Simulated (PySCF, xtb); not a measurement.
Si(F)(H)2(SeH) (FH3SeSi), SMILES F[SiH2][SeH].

The structure is a stationary point at PBE-D3(BJ)/def2-TZVP. The geometry has at least one imaginary mode, so it is a saddle point at that level. The values are those of a single conformer.

Level of theory: PySCF with C-PCM-B3LYP/def2-SVP.

The values are the electrostatic part of the solvation free energy, E(continuum) − E(gas) at the gas-phase geometry, in a cavity of scaled van der Waals radii (PySCF's table); cavitation and dispersion terms are not included. In vacuum the orbital gap is 6.48 eV. The dipole moment in vacuum is 1.85 D.

```csv
solvent,ε,ΔG(elec) (kcal/mol),dipole (D),gap (eV)
water,78.36,-2.8,2.45,6.65
methanol,32.61,-2.7,2.44,6.64
ethanol,24.85,-2.7,2.43,6.64
```

For comparison, GFN2-xTB/ALPB(water) (xtb, at the GFN2-xTB geometry, all terms of that model) gives -1.5 kcal/mol.
